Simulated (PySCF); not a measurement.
Gas-phase reaction: 3 Sn(OH)2 + O3 → 3 SnO + 3 H2O2

Method: PySCF energies plus ideal-gas RRHO corrections (1 bar). S°(298 K) at PBE0/def2-TZVP differs from the NASA 1993 table for H2O2 (-8 J/mol/K); whether the harmonic model or the table's entry is off was not settled. † marks an energy on the PBE0/def2-TZVP geometry and frequencies; other levels use their own. CCSD(T) freezes the core. All species are closed-shell singlets. Sn: scalar-relativistic def2 core potential, no spin-orbit coupling. No R ln 2 is added for the mirror-image form of H2O2. Sn(OH)2: computed as isolated molecules; such fragments, hydroxides, amides, oligomers or adducts are transient or little studied in the gas. CCSD(T) isn't extrapolated to the basis-set limit; its ΔH°(298 K) is 591.4 kJ in def2-SVP and 646.8 kJ in def2-TZVPP. The harmonic model lacks anharmonicity and excited electronic states, which grow with temperature; levels with a mode under 35 cm⁻¹ are left out. Strong static correlation: O3. Internal rotation in Sn(OH)2, H2O2 is treated as a harmonic vibration of one conformer, which makes the entropy rough. Warning, large T1 diagnostic: O3, SnO (CCSD(T)/def2-SVP†).

| level | ΔE electronic, kJ | ΔH°(298 K), kJ | ΔS°(298 K), J/K | ΔG°(2500 K), kJ |
|---|---|---|---|---|
| CCSD(T)/def2-SVP† | 580 | 591 | 254 | 59 |
| HF/def2-TZVP† | 694 | 705 | 254 | 172 |
| PBE0/def2-QZVP† | 686 | 697 | 254 | 165 |
| PBE0/def2-SVP† | 670 | 682 | 254 | 149 |
| PBE0/def2-TZVP | 683 | 694 | 254 | 161 |
| r2SCAN/def2-TZVP† | 704 | 715 | 254 | 182 |
| LDA/def2-TZVP† | 736 | 747 | 254 | 215 |
| ωB97X-V/def2-TZVP† | 697 | 708 | 254 | 175 |
ΔH° is lowest at CCSD(T)/def2-SVP† and highest at LDA/def2-TZVP†. No reference value is set beside these.
